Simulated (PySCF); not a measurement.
Species: C6H6NO (doublet state).
Z-matrix (Å and degrees, GFN2-xTB geometry), rows numbered from 1:
```
C 
C   1  1.4855
C   2  1.3462  1  124.94
C   3  1.4592  2  150.86  1  -153.07
C   4  1.3819  3   59.27  2   178.75
N   5  1.3533  3  146.78  4  -179.14
C   6  1.3680  5  126.33  3   -12.79
O   7  1.2005  6  125.85  5     0.11
H   1  1.0909  2  109.74  3  -132.33
H   1  1.0859  2  111.23  3   -11.02
H   1  1.0924  2  110.29  3   110.01
H   2  1.0829  1  117.13  3  -177.50
H   6  1.0136  5  115.44  3   168.62
H   7  1.1050  6  110.89  5  -179.81
```

The hyperfine couplings belong to this conformer and change with its torsions.

Identity: `C/C=C1[C]=C/1NC=O` [radical].

The calculation used UKS B3LYP, pcH-1 on C H N O, non-relativistic, mean-field spin-orbit, GIAO (PySCF). The structure is a single GFN2-xTB conformer in the gas phase; no vibrational or solvent corrections. The geometry wasn't refined by DFT: couplings that depend on bond lengths, twists or pyramidal angles can differ widely from those at the functional's own minimum. The frame is twisted about the C2–C3 bond at this geometry (dihedral H12–C2–C3–C4 = 24°); couplings at other torsion angles weren't computed. The SCF solution wasn't tested for stability.

Principal values of hyperfine tensors in MHz (contact and dipolar terms together), for some of the nuclei:

```csv
atom,isotope,A1,A2,A3
H11,1H,77.45,78.48,88.86
H9,1H,66.64,68.69,76.34
C2,13C,-3.45,-3.36,149.53
C4,13C,5.65,19.81,93.28
C3,13C,-60.93,-32.53,-14.58
H12,1H,-45.73,-25.21,3.05
C1,13C,-18.70,-16.55,-13.00
H10,1H,0.98,2.50,9.87
```

Problem. Give the isotropic coupling of each nucleus in MHz and in mT (g = 2.0028), and the anisotropic part.

Solution. a_iso = (A1 + A2 + A3)/3, Ti = Ai − a_iso; 1 mT corresponds to 28.032 MHz.

```json
{"atom": "H11", "a_iso (MHz)": "81.60", "a_iso (mT)": "2.911", "T1": "-4.15", "T2": "-3.12", "T3": "7.27"}
{"atom": "H9", "a_iso (MHz)": "70.55", "a_iso (mT)": "2.517", "T1": "-3.91", "T2": "-1.87", "T3": "5.78"}
{"atom": "C2", "a_iso (MHz)": "47.57", "a_iso (mT)": "1.697", "T1": "-51.03", "T2": "-50.94", "T3": "101.96"}
{"atom": "C4", "a_iso (MHz)": "39.58", "a_iso (mT)": "1.412", "T1": "-33.93", "T2": "-19.77", "T3": "53.70"}
{"atom": "C3", "a_iso (MHz)": "-36.01", "a_iso (mT)": "-1.285", "T1": "-24.92", "T2": "3.48", "T3": "21.44"}
{"atom": "H12", "a_iso (MHz)": "-22.63", "a_iso (mT)": "-0.807", "T1": "-23.10", "T2": "-2.58", "T3": "25.68"}
{"atom": "C1", "a_iso (MHz)": "-16.08", "a_iso (mT)": "-0.574", "T1": "-2.62", "T2": "-0.47", "T3": "3.08"}
{"atom": "H10", "a_iso (MHz)": "4.45", "a_iso (mT)": "0.159", "T1": "-3.47", "T2": "-1.95", "T3": "5.42"}
```

Problem. What spin density at the nucleus of H11 lies behind its contact coupling (g_N = 5.58569)?

Solution. a_FC = 800.24 MHz bohr³ × g_N × ρ(0)/(2S). With a_FC = 81.60 MHz and 2S = 1, ρ(0) = 0.01826 bohr⁻³. In magnitude that is 5.7 % of the 1/π = 0.318 of a free hydrogen atom.

Problem. C5 (13C, g_N = 1.40482) isn't in the table. Its spin density at the nucleus is 0.0139 bohr⁻³. What is its contact coupling?

Solution. By the same relation, a_FC = 15.63 MHz. Its full tensor has the principal values -1.24, 1.20, 46.93 MHz.

Problem. Name the largest traceless tensor T of the table and describe it.

Solution. C2: -51.0, -50.9, 102.0 MHz, axial, in the ratio −1:−1:+2, the form that spin in one p orbital centred on that nucleus gives.

Problem. In a single crystal, with the field along each principal axis of the tensor of H11 in turn, what first-order splitting does this nucleus give (isotropic g, quadrupole terms neglected)?

Solution. 2 lines (I = 1/2), spaced by |A_i|/(g × 13.996): 2.76, 2.80, 3.17 mT along the axes of A1, A2 and A3.

Time: 59 s wall (with the writing of density and orbital grids); peak memory 0.95 GiB. Hardware: one thread, Arm Neoverse V1 (aarch64), shared host with 32 logical CPUs at a one-minute load of 15.

The SMILES draws the unpaired electron on C4; the largest computed Mulliken spin population is on C2 (0.64 against 0.21).
